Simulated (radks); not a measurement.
Task: Ionisation ladder of lithium, from Li I to Li III. Each ion is in the ground configuration listed by NIST, and IE = E(next ion) - E(this ion), with E = 0 for the bare nucleus. All-electron calculation, scalar-relativistic Kohn-Sham, PBE, spin-polarised, spherical densities, point nucleus; open shells are filled with parallel spins first. Program: a radial shooting solver on a logarithmic mesh with Libxc functionals.

| species | configuration | IE, Delta-SCF (eV) | -e(HOMO) (eV) | HOMO |
|---|---|---|---|---|
| Li I | [He] 2s1 | 5.591 | 3.228 | 2s up |
| Li II | [He] | ? | 60.415 | 1s |
| Li III | 1s1 | 122.12 | 103.69 | 1s up |

Estimate the withheld Delta-SCF values.

Result: Li II: 75.368 eV (NIST 75.640).
